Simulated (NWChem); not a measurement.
# CH3ClF2Si; SMILES [Si@@H](CF)(Cl)F

```xyz
8

F      0.7433     1.9359    -0.6674
C      0.0396     1.6121     0.4658
Si    -0.5771    -0.1659     0.4133
F     -1.6351    -0.3339    -0.7981
Cl     0.9910    -1.4372     0.0697
H      0.6812     1.7543     1.3555
H     -0.8216     2.2978     0.5760
H     -1.2598    -0.5335     1.6776
```
Atoms are numbered in this order, from 1.

Level: PBE0/def2-SVP (NWChem), optimised geometry, unscaled harmonic frequencies. 

```tsv
frequency (cm⁻¹)	IR intensity (km/mol)
66	3.1
126	2.5
194	0.4
249	13.0
428	52.1
550	67.2
647	9.2
726	6.7
839	35.7
855	183.7
945	191.1
1123	68.0
1249	6.0
1322	4.1
1449	6.7
2291	107.0
3038	12.0
3099	11.0
```

```json
{
  "zero_point_energy": "27.4 kcal/mol",
  "thermal correction to the enthalpy at 298.15 K (with zero-point energy)": "32.0 kcal/mol",
  "heat capacity Cv": "20.0 cal/(mol K)",
  "entropy at 298.15 K and 1 atm (symmetry number 1)": "81.5 cal/(mol K)",
  "dipole_moment": "2.71 D"
}
```

Rigid rotor and harmonic oscillator; modes under 100 cm⁻¹ make the entropy uncertain.
